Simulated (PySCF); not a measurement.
**Running PySCF for ZnGe**

Input:

```python
from pyscf import gto, scf, solvent

mol = gto.M(
    atom='Zn 0 0 0; Ge 0 0 2.35',
    basis='3-21g',
    charge=0,
    spin=0,
    verbose=4,
)
mf = scf.RHF(mol)
mf = solvent.PCM(mf)
mf.with_solvent.eps = 32.6
mf.kernel()
mf.analyze()
print('orbital energies (hartree):', mf.mo_energy[..., max(0, mol.nelec[1]-3):mol.nelec[0]+3].round(4))
```

```bash
$ OMP_NUM_THREADS=1 python input.py
```

It prints (some set-up lines removed):

```
PySCF version 2.14.0

[INPUT] verbose = 4
[INPUT] num. atoms = 2
[INPUT] num. electrons = 62
[INPUT] charge = 0
[INPUT] spin (= nelec alpha-beta = 2S) = 0
[INPUT] symmetry False subgroup None
[INPUT] Mole.unit = angstrom
[INPUT] Symbol           X                Y                Z      unit          X                Y                Z       unit  Magmom
[INPUT]  1 Zn     0.000000000000   0.000000000000   0.000000000000 AA    0.000000000000   0.000000000000   0.000000000000 Bohr   0.0
[INPUT]  2 Ge     0.000000000000   0.000000000000   2.350000000000 AA    0.000000000000   0.000000000000   4.440856392728 Bohr   0.0

nuclear repulsion = 216.174520205617
number of shells = 21
number of NR pGTOs = 108
number of NR cGTOs = 49
basis = 3-21g
ecp = {}

******** <class 'pyscf.solvent._attach_solvent.PCMRHF'> ********
method = PCMRHF
initial guess = minao
damping factor = 0
level_shift factor = 0
DIIS = <class 'pyscf.scf.diis.CDIIS'>
diis_start_cycle = 1
diis_space = 8
diis_damp = 0
SCF conv_tol = 1e-09
SCF conv_tol_grad = None
SCF max_cycles = 50
direct_scf = True
direct_scf_tol = 1e-13
******** <class 'pyscf.solvent.pcm.PCM'> (In testing) ********

WARN: PCM is an experimental feature. It is still in testing.
Features and APIs may be changed in the future.

lebedev_order = 29 (302 grids per sphere)
eps = 32.6
frozen = False
Set gradient conv threshold to 3.16228e-05
Initial guess from minao.
PCM E_diel = -0.0212961386288021
Solvent Energy = -0.0212961386288021
init E= -3830.83397557449

WARN: HOMO -0.0779746533662446 == LUMO -0.0779746533662383

PCM E_diel = -0.0364164952325541
Solvent Energy = -0.0364164952325541
cycle= 1 E= -3834.2192435484  delta_E= -3.39  |g|= 0.342  |ddm|=  1.5
  HOMO = -0.208699115999548  LUMO = 0.0200737182810409  gap/eV = 6.22523
PCM E_diel = -0.0536830943763581
Solvent Energy = -0.0536830943763581
cycle= 2 E= -3834.23611863562  delta_E= -0.0169  |g|= 0.202  |ddm|= 0.406
  HOMO = -0.207737350966202  LUMO = 0.0203914253753315  gap/eV = 6.20770
PCM E_diel = -0.0608820192453885
Solvent Energy = -0.0608820192453885
cycle= 3 E= -3834.24175338702  delta_E= -0.00563  |g|= 0.0376  |ddm|= 0.117
  HOMO = -0.203337917000321  LUMO = 0.0230554608467646  gap/eV = 6.16048
PCM E_diel = -0.0772155490255746
Solvent Energy = -0.0772155490255746
cycle= 4 E= -3834.24572160267  delta_E= -0.00397  |g|= 0.0192  |ddm|= 0.199
  HOMO = -0.197184733343558  LUMO = 0.0266616653234211  gap/eV = 6.09117
PCM E_diel = -0.0918957565315567
Solvent Energy = -0.0918957565315567
cycle= 5 E= -3834.24718317929  delta_E= -0.00146  |g|= 0.00462  |ddm|= 0.196
  HOMO = -0.197178500218902  LUMO = 0.0261738669273281  gap/eV = 6.07773
PCM E_diel = -0.0938351752220118
Solvent Energy = -0.0938351752220118
cycle= 6 E= -3834.24724285224  delta_E= -5.97e-05  |g|= 0.00134  |ddm|= 0.0479
  HOMO = -0.196464157258011  LUMO = 0.0266217537047835  gap/eV = 6.07048
PCM E_diel = -0.0945135381763229
Solvent Energy = -0.0945135381763229
cycle= 7 E= -3834.24724803261  delta_E= -5.18e-06  |g|= 0.000332  |ddm|= 0.0151
  HOMO = -0.196539564904127  LUMO = 0.026533420549149  gap/eV = 6.07013
PCM E_diel = -0.0944165825846713
Solvent Energy = -0.0944165825846713
cycle= 8 E= -3834.24724822115  delta_E= -1.89e-07  |g|= 7.27e-05  |ddm|= 0.00171
  HOMO = -0.196550311374088  LUMO = 0.0265222665460501  gap/eV = 6.07011
PCM E_diel = -0.0943896412786998
Solvent Energy = -0.0943896412786998
cycle= 9 E= -3834.24724823281  delta_E= -1.17e-08  |g|= 1.83e-05  |ddm|= 0.000489
  HOMO = -0.196548209479267  LUMO = 0.0265220978311991  gap/eV = 6.07005
PCM E_diel = -0.0943869855772362
Solvent Energy = -0.0943869855772362
cycle= 10 E= -3834.24724823364  delta_E= -8.37e-10  |g|= 5.87e-06  |ddm|= 0.00012
  HOMO = -0.196548032073815  LUMO = 0.0265220599809917  gap/eV = 6.07005
PCM E_diel = -0.0943866320295125
Solvent Energy = -0.0943866320295125
Extra cycle  E= -3834.24724823375  delta_E= -1.1e-10  |g|= 4.91e-06  |ddm|= 2.24e-05
converged SCF energy = -3834.24724823375
**** SCF Summaries ****
Total Energy =                       -3834.247248233754362
Nuclear Repulsion Energy =             216.174520205617000
One-electron Energy =                -5791.744893373635932
Two-electron Energy =                 1741.417511566293797
Two-electron Coulomb Energy =         1888.623570490233078
DFT Exchange-Correlation Energy =     -147.206058923939281
HOMO-LUMO gap [eV] =                     6.070046384420269
**** MO energy ****
[20 lines left out]
MO #21  energy= -1.45627988920392  occ= 2
MO #22  energy= -1.44910358900909  occ= 2
MO #23  energy= -1.44841150579967  occ= 2
MO #24  energy= -0.642764589999607 occ= 2
MO #25  energy= -0.64029836755796  occ= 2
MO #26  energy= -0.639831157019477 occ= 2
MO #27  energy= -0.637010411869846 occ= 2
MO #28  energy= -0.636895034315221 occ= 2
MO #29  energy= -0.528812306021698 occ= 2
MO #30  energy= -0.254373979100357 occ= 2
MO #31  energy= -0.196548032073815 occ= 2
MO #32  energy= 0.0265220599809917 occ= 0
MO #33  energy= 0.0521267876245632 occ= 0
MO #34  energy= 0.105252300281181  occ= 0
[15 lines left out]
 ** Mulliken pop on meta-lowdin orthogonal AOs  **
 ** Mulliken pop  **
pop of  0 Zn 1s           2.00000
pop of  0 Zn 2s           1.99999
pop of  0 Zn 3s           1.99985
pop of  0 Zn 4s           0.88306
pop of  0 Zn 5s           0.00165
pop of  0 Zn 2px          2.00000
pop of  0 Zn 2py          2.00000
pop of  0 Zn 2pz          1.99999
pop of  0 Zn 3px          1.99996
pop of  0 Zn 3py          1.99996
pop of  0 Zn 3pz          1.99989
pop of  0 Zn 4px          0.02107
[37 lines left out]
 ** Mulliken atomic charges  **
charge of    0Zn =      1.00862
charge of    1Ge =     -1.00862
Dipole moment(X, Y, Z, Debye):  0.00000, -0.00000, -11.64515
orbital energies (hartree): [-0.5288 -0.2544 -0.1965  0.0265  0.0521  0.1053]
```

In short: E(SCF) = -3834.247248 Eh, 10 cycles, μz(SCF) = -11.65 D.

It ran on Arm Neoverse V2 (1 thread, shared host) in 2.2 s.

The basis is very small, so the numbers show the basis as much as the system. Stability towards an unrestricted solution was not tested. The bond length is a typed value, not an optimised one.
